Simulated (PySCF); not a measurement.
Cl₃Fe, SMILES [Cl][Fe-]([Cl])[Cl] (connectivity only; charge and spin as stated), charge -1, multiplicity 5. The structure is a stationary point at PBE0-D3(BJ)/def2-SVPD. The spin state was assumed, not searched.

The numbers are results of PBE0-D3(BJ)/def2-SVPD (PySCF), not measurements.

Harmonic wavenumbers (cm⁻¹): 93, 93, 114, 282, 361, 361. Rotational constants (GHz): 1.861, 1.861, 0.9303; symmetry number 6.

Q: Work out the zero-point energy and the ideal-gas rigid-rotor harmonic-oscillator thermochemistry at 298.15 K and 1 atm.

A: ZPE = ½ Σ hcν = ½ × 1304 cm⁻¹ = 7.80 kJ/mol. H − E(el) = 26.50 kJ/mol. Entropy in J/(mol K): translation 172.21, rotation 106.40, vibration 59.17, spin 13.38, total 351.16. G − E(el) = -78.20 kJ/mol. Cp = 77.85 J/(mol K). Modes under 150 cm⁻¹ make the vibrational entropy uncertain.
